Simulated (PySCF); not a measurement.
C₄H₅ (SMILES [CH-]=C1CC1), charge -1, singlet, at a GFN2-xTB geometry, with bond 8-3 at 1.6 times its length; DF-SVWN5/aug-cc-pVDZ run with PySCF.

The PySCF input:
```python
from pyscf import gto, scf, dft

mol = gto.Mole()
mol.atom = '''
    C    -0.00477750   -0.00846867    0.42733059
    C    -0.00174017   -0.76951404   -0.83385328
    C     0.02025666    0.75423460   -0.88448337
    C    -0.02048610   -0.11308971    1.73328716
    H    -0.90781767   -1.26894023   -1.19210447
    H     0.89751813   -1.29434815   -1.17242457
    H     0.93628317    1.22602460   -1.25140807
    H    -1.41042084    1.54986079   -1.50313556
    H    -0.01158415    0.90678977    2.23339151
'''
mol.basis = 'aug-cc-pvdz'
mol.charge = -1
mol.verbose = 4
mol.build()

mf = dft.RKS(mol)
mf.xc = 'lda,vwn'
mf.diis = False
mf.damp = 0.6
mf.diis_start_cycle = 200
mf.max_cycle = 150
mf = mf.density_fit(auxbasis='def2-universal-jkfit')
mf.kernel()
mf.analyze()
```

The log (banner, timings and long lists left out):

```
PySCF version 2.14.0

[INPUT] verbose = 4
[INPUT] num. atoms = 9
[INPUT] num. electrons = 30
[INPUT] charge = -1
[INPUT] spin (= nelec alpha-beta = 2S) = 0
[INPUT] symmetry False subgroup None
[INPUT] Mole.unit = angstrom
[INPUT] Symbol           X                Y                Z      unit          X                Y                Z       unit  Magmom
[...]
nuclear repulsion = 99.5773783179238
number of shells = 57
number of NR pGTOs = 195
number of NR cGTOs = 137
basis = aug-cc-pvdz
ecp = {}

******** <class 'pyscf.df.df_jk.DFRKS'> ********
method = DFRKS
initial guess = minao
damping factor = 0.6
level_shift factor = 0
DIIS disabled
SCF conv_tol = 1e-09
SCF conv_tol_grad = None
SCF max_cycles = 150
direct_scf = False
XC library pyscf.dft.libxc version 7.1.2
    S. Lehtola, C. Steigemann, M. J. T. Oliveira, and M. A. L. Marques,  SoftwareX 7, 1–5 (2018)
XC functionals = lda,vwn
    P. A. M. Dirac,  Math. Proc. Cambridge Philos. Soc. 26, 376 (1930)
    F. Bloch,  Z. Phys. 57, 545 (1929)
    S. H. Vosko, L. Wilk, and M. Nusair,  Can. J. Phys. 58, 1200 (1980)
radial grids:
    Treutler-Ahlrichs [JCP 102, 346 (1995); DOI:10.1063/1.469408] (M4) radial grids

becke partition: Becke, JCP 88, 2547 (1988); DOI:10.1063/1.454033
pruning grids: <function nwchem_prune>
grids dens level: 3
symmetrized grids: False
atomic radii adjust function: <function treutler_atomic_radii_adjust>
small_rho_cutoff = 0
Set gradient conv threshold to 3.16228e-05
Initial guess from minao.
tot grids = 105512
init E= -153.984538449643
[...]
cycle= 1 E= -153.578565042293  delta_E= 0.406  |g|= 0.726  |ddm|= 5.61
[...]
cycle= 2 E= -153.730959308749  delta_E= -0.152  |g|= 0.359  |ddm|= 2.09
[...]
cycle= 3 E= -153.752925067236  delta_E= -0.022  |g|= 0.277  |ddm|= 1.61
[...]
cycle= 4 E= -153.75752112902  delta_E= -0.0046  |g|= 0.277  |ddm|= 2.14
[...]
cycle= 5 E= -153.761355894272  delta_E= -0.00383  |g|= 0.254  |ddm|= 1.77
[...]
cycle= 6 E= -153.754829395886  delta_E= 0.00653  |g|= 0.285  |ddm|=  2.3
[...]
cycle= 7 E= -153.756693093877  delta_E= -0.00186  |g|= 0.282  |ddm|= 2.25
[...]
cycle= 8 E= -153.743475420757  delta_E= 0.0132  |g|= 0.33  |ddm|= 2.68
[...]
cycle= 9 E= -153.745741763457  delta_E= -0.00227  |g|= 0.333  |ddm|= 2.76
[...]
cycle= 10 E= -153.722164451502  delta_E= 0.0236  |g|= 0.403  |ddm|= 3.21
[...]
cycle= 11 E= -153.726545725619  delta_E= -0.00438  |g|= 0.408  |ddm|= 3.34
[...]
cycle= 12 E= -153.683357556042  delta_E= 0.0432  |g|= 0.511  |ddm|= 3.91
[...]
[...]
[...]
cycle= 133 E= -153.109061894996  delta_E= -0.217  |g|= 1.41  |ddm|= 9.31
[...]
cycle= 134 E= -152.892323126097  delta_E= 0.217  |g|= 1.37  |ddm|= 9.31
[...]
cycle= 135 E= -153.109061894997  delta_E= -0.217  |g|= 1.41  |ddm|= 9.31
[...]
cycle= 136 E= -152.892323126095  delta_E= 0.217  |g|= 1.37  |ddm|= 9.31
[...]
cycle= 137 E= -153.109061894995  delta_E= -0.217  |g|= 1.41  |ddm|= 9.31
[...]
cycle= 138 E= -152.892323126098  delta_E= 0.217  |g|= 1.37  |ddm|= 9.31
[...]
cycle= 139 E= -153.109061894996  delta_E= -0.217  |g|= 1.41  |ddm|= 9.31
[...]
cycle= 140 E= -152.892323126099  delta_E= 0.217  |g|= 1.37  |ddm|= 9.31
[...]
cycle= 141 E= -153.109061894997  delta_E= -0.217  |g|= 1.41  |ddm|= 9.31
[...]
cycle= 142 E= -152.892323126098  delta_E= 0.217  |g|= 1.37  |ddm|= 9.31
[...]
cycle= 143 E= -153.109061894997  delta_E= -0.217  |g|= 1.41  |ddm|= 9.31
[...]
cycle= 144 E= -152.892323126101  delta_E= 0.217  |g|= 1.37  |ddm|= 9.31
[...]
cycle= 145 E= -153.109061894998  delta_E= -0.217  |g|= 1.41  |ddm|= 9.31
[...]
cycle= 146 E= -152.892323126099  delta_E= 0.217  |g|= 1.37  |ddm|= 9.31
[...]
cycle= 147 E= -153.109061894997  delta_E= -0.217  |g|= 1.41  |ddm|= 9.31
[...]
cycle= 148 E= -152.892323126098  delta_E= 0.217  |g|= 1.37  |ddm|= 9.31
[...]
cycle= 149 E= -153.109061894996  delta_E= -0.217  |g|= 1.41  |ddm|= 9.31
[...]
cycle= 150 E= -152.892323126098  delta_E= 0.217  |g|= 1.37  |ddm|= 9.31
SCF not converged.
SCF energy = -152.892323126098
**** SCF Summaries ****
Total Energy =                        -152.892323126097835
Nuclear Repulsion Energy =              99.577378317923760
One-electron Energy =                 -406.983107174168993
Two-electron Energy =                  154.513405730147383
Two-electron Coulomb Energy =          176.364809403741020
DFT Exchange-Correlation Energy =      -21.851403673593648
HOMO-LUMO gap [eV] =                     0.639898252220423
**** MO energy ****
[...]
 ** Mulliken pop on meta-lowdin orthogonal AOs  **
 ** Mulliken pop  **
 ** Mulliken atomic charges  **
charge of    0C =     -0.30962
charge of    1C =     -0.27722
charge of    2C =     -0.90474
charge of    3C =      1.24058
charge of    4H =      0.05781
charge of    5H =      0.08219
charge of    6H =      0.04404
charge of    7H =     -0.91994
charge of    8H =     -0.01311

WARN: System has nonzero charge -1; the dipole moment is origin-dependent.
Location of origin: [0. 0. 0.]

Dipole moment(X, Y, Z, Debye): 10.01369, -14.70821, 24.07502
```

Convergence was not reached.
